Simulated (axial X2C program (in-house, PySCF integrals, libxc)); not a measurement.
**OSmO⁺: the levels of the configuration f(δφ)3 f(π)0**

Calculated with an axial X2C code built on PySCF integrals: two-component X2C with atomic mean-field Coulomb and Gaunt terms, basis O dyall-v3z, Sm dyall-v3z (cores contracted in-house). Orbitals come from Hartree–Fock averaged over the configuration Sm f(δφ)3 f(π)0; CI then distributes these electrons over the f(δφ), f(π) shells of Sm.

O–Sm–O held linear, both bonds 1.661 Å (near the minimum of the configuration average).

Active spinors (ω > 0):

```tsv
shell	ω	ε (eV)	character
f(δφ)	3/2	-8.77	100% Sm f
f(δφ)	5/2	-8.54	100% Sm f
f(δφ)	5/2	-7.57	100% Sm f
f(δφ)	7/2	-7.43	100% Sm f
f(π)	1/2	1.87	84% Sm f, 8% Sm p
f(π)	3/2	2.68	84% Sm f, 11% Sm p
```

Lowest levels of this model:

| Ω | energy (cm⁻¹) | g∥ | configuration |
| --- | --- | --- | --- |
| 5/2 | 0 | 4.28 | 100% f(δφ)3 |
| 3/2 | 87 | 0.51 | 100% f(δφ)3 |
| 7/2 | 1940 | 8.11 | 100% f(δφ)3 |
| 9/2 | 4741 | 11.82 | 100% f(δφ)3 |
| 1/2 | 7274 | 1.74 | 100% f(δφ)3 |
| 3/2 | 8676 | 1.92 | 100% f(δφ)3 |
| 5/2 | 9997 | 5.73 | 100% f(δφ)3 |
| 15/2 | 10780 | 15.50 | 100% f(δφ)3 |
| 7/2 | 11181 | 9.61 | 100% f(δφ)3 |
| 13/2 | 11615 | 12.15 | 100% f(δφ)3 |
| 5/2 | 15534 | 5.02 | 100% f(δφ)3 |
| 5/2 | 17566 | 4.89 | 100% f(δφ)3 |
| 3/2 | 18936 | 3.11 | 100% f(δφ)3 |
| 3/2 | 19977 | 2.20 | 100% f(δφ)3 |
| 7/2 | 20446 | 7.91 | 100% f(δφ)3 |
| 15/2 | 20608 | 14.80 | 100% f(δφ)3 |
| 17/2 | 20985 | 18.00 | 100% f(δφ)3 |
| 7/2 | 23720 | 7.98 | 100% f(δφ)3 |
| 5/2 | 25647 | 5.53 | 100% f(δφ)3 |
| 3/2 | 25954 | 2.88 | 100% f(δφ)3 |
| 1/2 | 26475 | 0.03 | 99% f(δφ)3 |
| 9/2 | 27909 | 9.88 | 99% f(δφ)3 |

g∥ is the magnitude of 2⟨Lz + ge Sz⟩ for the +Ω component.

Task: From Ω and g∥ of the lowest level, whose 2⟨Lz + ge Sz⟩ is positive, find ⟨Sz⟩ and ⟨Lz⟩ (ge = 2.0023).

Result: Ω = ⟨Lz⟩ + ⟨Sz⟩ = 5/2 and ⟨Lz⟩ + ge⟨Sz⟩ = 2.140, so ⟨Sz⟩ = -0.36 and ⟨Lz⟩ = 2.86.

Occupations of the active spinors in the lowest level by ω, shell by shell in order of energy: -7/2: 0.02; -5/2: 0.47 0.00; -3/2: 0.51 0.00; -1/2: 0.00; 1/2: 0.00; 3/2: 0.76 0.00; 5/2: 0.44 0.53; 7/2: 0.27. The leading determinant has weight 0.30 among 21.

This point took 3.1 s on 1 thread of Arm Neoverse V2, on a shared host.

There is no dynamic correlation: spin–orbit spacings and, for f shells, spacings inside one term are the most reliable numbers, splittings between terms come out too wide, and energies between configurations are not reliable, so the lowest level need not be the ground state of the molecule. At most 6 roots were kept for each Ω > 0 (twice that for Ω = 0) within 3.5 eV of the lowest, so higher up levels can be missing between those listed; levels with Ω > 0 are doubly degenerate and listed once, Ω = 0 levels singly. States that fill the shells left empty in the average are placed too high. The molecule was held linear; bending was not examined.
